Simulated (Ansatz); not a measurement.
A run for Ansatz (a first-principles code): R-PBE/cc-pV(T+d)Z on Cl2H2Si (SMILES Cl[SiH2]Cl), a point of a bond scan (R = 2.052 Å). Files ending in .json are basis or fitting sets from the Basis Set Exchange.

Ansatz 0.2 input:
```yaml
crystal:
  periodic: [false, false, false]
  atoms:
    - {symbol: Cl, position_ang: [-1.67606876, 0.43374004, -0.00367205]}
    - {symbol: Si, position_ang: [-0.01146751, -0.76596349, 0.02370896]}
    - {symbol: Cl, position_ang: [1.68829371, 0.38281595, -0.02160291]}
    - {symbol: H, position_ang: [-0.01654524, -1.54120689, 1.27268693]}
    - {symbol: H, position_ang: [-0.03073375, -1.61675610, -1.17493812]}
basis:
  gaussian:
    orbitals: cc-pV_T+d_Z.json
    pivot_positions_ang: [[-1.67606876, 0.43374004, -0.00367205], [-0.01146751, -0.76596349, 0.02370896], [1.68829371, 0.38281595, -0.02160291], [-0.01654524, -1.54120689, 1.27268693], [-0.03073375, -1.61675610, -1.17493812]]
hamiltonian:
  xc: {name: PBE}
scf: {lower_state_search: off}
output: {orbitals: {seedname: ./end}}
```

The head of its log:

```
WARN ansatz: RAYON_NUM_THREADS=1 ignored (pool sized by the plan → 1); use --threads N
Functional definition: PBE
these checks for a lower state are left out or cut short: stability, starts, cluster_reference, orbital_swaps, neighbouring_geometries, increment
integrals: 0.07 GiB planned
1052 factors; their error is unknown
mean field: 0.48 GiB planned
mean field evaluation 1: about -32944.3929 eV, gradient 1.7e1 eV
mean field evaluation 2: about -32944.6692 eV, gradient 1.6e1 eV
```

Problem. Give the final energy of this run.

Solution. -1210.7156 hartree.
